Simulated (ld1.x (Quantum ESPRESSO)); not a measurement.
# Ir (Z = 77), TM: configuration errors across variants

- Element: Ir
- Generator: ld1.x (Quantum ESPRESSO) 7.5
- Type: norm-conserving Troullier–Martins (Kleinman–Bylander form)
- Functional: PBEsol
- Relativity: non-relativistic
- Frozen core: [Xe]
- Valence charge: 23
- Reference configuration: 4f14 5d7 6s2 6p0
- Partial waves: 6s (bound): rc 2.35 bohr; 6p (bound, empty): rc 2.55 bohr; 5d (bound): rc 1.70 bohr; 4f (bound): rc 1.05 bohr
- Local potential: all-electron potential smoothed inside 1.90 bohr (lloc = -2)
- Core correction: Bessel-smoothed model core inside 0.95 bohr

All-electron excitation energies from the reference (eV): (1) 4f14 5d7 6s0 6p0 23.361; (2) 4f14 5d6 6s0 6p0 54.774; (3) 4f14 5d7 6s0 6p2 7.840.

Tests that are not counted but printed errors over 1 eV. “base”: 4f13 5d7 6s2 6p0 (solver errors, printed error -16.7 eV); 4f14 5d7.5 6s1.5 6p0 (solver errors, printed error -7.7 eV); 2 more. “all radii but the core radius scaled by about 1.11 (s 2.60, p 2.82, d 1.88, f 1.16 bohr); local potential all-electron potential smoothed inside 2.10 bohr (lloc = -2)”: 4f13 5d7 6s2 6p0 (solver errors, printed error -16.3 eV). “wave 4f (bound): rc 1.05 bohr becomes 4f (bound): rc 0.84 bohr”: 4f13 5d7 6s2 6p0 (solver errors, printed error -17.3 eV); 4f14 5d7.5 6s1.5 6p0 (solver errors, printed error -7.3 eV); 2 more. “wave 6s (bound): rc 2.35 bohr becomes 6s (bound): rc 2.58 bohr”: 4f13 5d7 6s2 6p0 (solver errors, printed error -16.6 eV); 4f14 5d7.5 6s1.5 6p0 (solver errors, printed error -7.0 eV); 2 more. “core correction Bessel-smoothed model core inside 0.64 bohr”: 4f13 5d7 6s2 6p0 (solver errors, printed error -16.8 eV); 4f14 5d7.5 6s1.5 6p0 (solver errors, printed error -6.2 eV); 2 more.

3 further variants failed, have other tests or another functional or relativity, and are left out.

A true bound ghost makes a file unfit for plane-wave use even where its test errors are small: the radial tests pick states by their node count and pass the ghost by. Where a test does run into it, the solver fails or the error is huge.

Errors AE − PS in meV (a dash: test not solved or not reliable):

| change | (1) | (2) | (3) | bound ghosts |
| --- | --- | --- | --- | --- |
| base | -35 | -80 | -1.3 | s |
| all radii but the core radius scaled by about 1.11 (s 2.60, p 2.82, d 1.88, f 1.16 bohr); local potential all-electron potential smoothed inside 2.10 bohr (lloc = -2) | -37 | -81 | -4.4 | none |
| wave 4f (bound): rc 1.05 bohr becomes 4f (bound): rc 0.84 bohr | -35 | -80 | -1.2 | s |
| wave 6s (bound): rc 2.35 bohr becomes 6s (bound): rc 2.58 bohr | -37 | -72 | -2.0 | s |
| local potential all-electron potential smoothed inside 2.46 bohr (lloc = -2) | -36 | -119 | -3.7 | none |
| core correction Bessel-smoothed model core inside 0.64 bohr | -35 | -80 | -1.3 | s |

Give the same row for: wave 5d (bound): rc 1.70 bohr becomes 5d (bound): rc 1.08 bohr.

-35, -80, -1.2; bound ghosts: s. Not counted: 4f14 5d7.5 6s1.5 6p0 (solver errors, printed error -7149 eV); 4f14 5d7 6s1 6p0 (solver errors, printed error -7123 eV); 2 more.
